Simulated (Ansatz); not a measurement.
`C[O][Sn][CH3]` + H₂O → `[CH3][Sn][OH]` + CH₃OH at 298.15 K and 1 bar (formal hydrolysis of the Sn–O bond).

Gas-phase electronic energies from Ansatz, PBE0-D4/def2-TZVP geometries. CCSD(T)/CBS adds triple-zeta CCSD(T) − MP2 to the extrapolated MP2 energy (def2 sets, frozen cores). This one scheme is used for every species. def2 core potentials past Kr. For Sn outer-core shells are correlated without core-valence functions, which leaves a few kJ/mol of doubt a bond. Each species was taken in one conformer, which may not be the lowest.

| species | CCSD(T)/CBS energy (Eh) | H − E (kJ/mol) | S (J/(mol·K)) |
| --- | --- | --- | --- |
| `C[O][Sn][CH3]` | -368.91992 | 220.3 | 353.7 |
| H₂O | -76.37941 | 66.4 | 188.7 |
| `[CH3][Sn][OH]` | -329.68108 | 141.9 | 315.4 |
| CH₃OH | -115.61712 | 146.3 | 238.2 |

H − E and S are ideal-gas, rigid-rotor, harmonic terms from PBE0-D4/def2-TZVP, for one conformer and one mirror image of each species. 1 Eh = 2625.50 kJ/mol, R = 8.31446 J/(mol·K).

Problem. By hand: ΔE, ΔH, ΔS and ΔG.

Solution. ΔE = (-329.68108) + (-115.61712) − (-368.91992) − (-76.37941) = 0.00113 Eh = 3.0 kJ/mol. Δ(H − E) = 141.9 + 146.3 − 220.3 − 66.4 = 1.5, so ΔH = 4.5 kJ/mol. ΔS = 315.4 + 238.2 − 353.7 − 188.7 = 11.2 J/(mol·K). ΔG = 4.5 − 298.15 × (11.2)/1000 = 1.2 kJ/mol.

Problem. By hand: the equilibrium constant, and the temperature at which ΔG would vanish if ΔH and ΔS stayed fixed.

Solution. log₁₀ K = −ΔG/(RT ln 10) = -0.2. ΔG = 0 at ΔH/ΔS = 402 K, though so small a ΔH makes that figure unsure.

TΔS isn't small against ΔH here. The sign of ΔG lies within the doubt. A doubt of 5 kJ/mol in ΔE shifts log₁₀ K by 0.9 here. Other conformers and mirror images would add mixing entropy, several J/(mol·K) or more a flexible species. These are equilibria of isolated gas molecules and say nothing of rates. Largest T1 diagnostic: 0.017 (customary marks: 0.02 for closed shells, 0.045 for open ones).
